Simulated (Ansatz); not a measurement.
Species: BH$_{2}$Br, charge 0, singlet. BH2Br (bromoborane, SMILES BBr).
B3LYP-D3(BJ)/def2-TZVP minimum from Ansatz (a first-principles code):
```
B
H 1 1.1835
H 1 1.1835 2 124.48
Br 1 1.9031 2 117.76 3 -180.00
```
Charge 0, spin multiplicity 1.

Total energies in cc-pVTZ, 12 correlated electrons, 15 frozen orbitals. Open shells are spin-unrestricted; no spin-orbit coupling. Correlated methods leave the cores frozen (noble-gas shells, and filled d and f shells in the p block). No relativity. Spin-orbit terms, left out, reach several kcal/mol for Br and I, and more for heavier atoms.

| method | program | energy (Eh) | minus CCSDT(Q) (mEh) |
|---|---|---|---|
| HF | Ansatz | -2598.33508 | 306.00 |
| MP2 | Ansatz | -2598.60003 | 41.06 |
| CCSD | Ansatz | -2598.62885 | 12.24 |
| CCSD(T) | Ansatz | -2598.63982 | 1.26 |
| CCSDT(Q) | Ansatz | -2598.64109 | 0.00 |

Rough core times of Ansatz's runs on a shared machine: CCSD(T) under 20 s, CCSDT(Q) 3 min.
